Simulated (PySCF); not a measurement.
**TDDFT excited states: C3H13NSi2**

Species: C3H13NSi2.
InChI=1S/C3H13NSi2/c1-4-2-3(5)6/h3-4H,2H2,1,5-6H3

The calculation used TDDFT CAM-B3LYP/def2-SVPD, vertical, gas phase, core orbitals frozen in the response in PySCF. One conformer (not necessarily the lowest) at the GFN2-xTB geometry, without solvent, vibrations or thermal averaging. Torsions of this conformer, `[CH3:1][NH:2][CH2:3][CH:4]([SiH3:5])[SiH3:6]`: C1–N2–C3–C4 -170°, N2–C3–C4–Si5 39°.

Problem. List the vertical singlet excitations with oscillator strengths and describe the spectrum.

Solution. 

```tsv
state	E (eV)	E (kJ/mol)	λ (nm)	f	main configurations (H = HOMO, L = LUMO)
S1	6.16	595	201.2	0.0059	H→L (74%), H→L+2 (9%)
S2	6.98	674	177.5	0.015	H→L+1 (82%)
S3	7.18	693	172.7	0.018	H→L+3 (43%), H→L+4 (23%)
S4	7.51	724	165.2	0.0001	H→L+3 (40%), H→L+4 (20%), H→L+2 (12%)
S5	7.69	742	161.2	0.021	H-1→L (69%), H-1→L+1 (12%)
S6	7.72	745	160.6	0.023	H→L+6 (23%), H→L+5 (22%), H→L+2 (19%)
S7	7.96	768	155.7	0.0096	H→L+6 (44%), H→L+4 (28%), H→L+7 (10%)
S8	8.02	773	154.7	0.027	H→L+5 (46%), H→L+9 (18%), H→L+2 (16%)
```

Triplets, Tamm–Dancoff:

| state | E (eV) | λ (nm) | main configurations (H = HOMO, L = LUMO) |
| --- | --- | --- | --- |
| T1 | 5.93 | 208.9 | H→L (68%), H→L+2 (10%) |
| T2 | 6.88 | 180.2 | H→L+1 (81%) |
| T3 | 7.03 | 176.5 | H→L+3 (47%), H→L+4 (18%), H→L (10%) |

The lowest singlet comes at 201 nm (595 kJ/mol) in the ultraviolet; it is weak; its leading configuration is HOMO→LUMO (74%). The most intense listed level is S8 at 8.02 eV (155 nm, f = 0.027), 1.85 eV above S1. It is the last of those listed, so stronger ones may follow. Löwdin shares by element: HOMO nitrogen 56%, carbon 18% or more, hydrogen 5% or more (atoms not listed hold the other 21%); LUMO silicon 28%, carbon 8% or more, hydrogen 8% or more (atoms not listed hold the other 55%). The oscillator strengths of these states sum to 0.120; summed over the whole spectrum of an exact calculation they would give the number of electrons, 66 (Thomas–Reiche–Kuhn). Orbital energies (eV): HOMO-3 -10.66, HOMO-2 -9.98, HOMO-1 -9.61, HOMO -8.24, LUMO 1.06, LUMO+1 1.51, LUMO+2 1.60. Of the 8 states listed, 5 reach f = 0.01 and 1 stays under 0.0005. The window holds the lowest 8 singlets.

On one thread of an Intel Xeon at 2.50 GHz (shared host), this took 2.3 min of wall time (grids of density and orbitals included) and 1.1 GiB of memory at its peak.
